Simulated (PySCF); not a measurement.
Method: B3LYP-D3(BJ)/def2-TZVP // PBE0-D4/def2-SVP run with PySCF. All species are isolated molecules in the gas phase. One relaxed conformer stands for a flexible species; it need not be the lowest. B3LYP has the VWN-RPA correlation part, as in Gaussian. Excitations are Tamm–Dancoff values on a coarser integration grid. The basis has no diffuse functions, so Rydberg states are missing or too high.

Reference species (SMILES): `[C@]1(B)([C@H]2CC[C@@H]1CC2)C=O` (neutral, multiplicity 1).

| Item | Result |
|---|---|
| S1–T1 gap (TDA) | 0.41 eV |
| HOMO–LUMO gap | 4.99 eV |

Changed species: `B[C@@H]1[C@@H]2CC[C@@H](C2)[C@@H]1C=O`.

**Question.** What does the change do to the S1–T1 gap (TDA) and HOMO–LUMO gap?

**Answer.** the S1–T1 gap (TDA) increases by 0.19 eV, to 0.60 eV; the HOMO–LUMO gap goes up by 0.44 eV, to 5.43 eV.
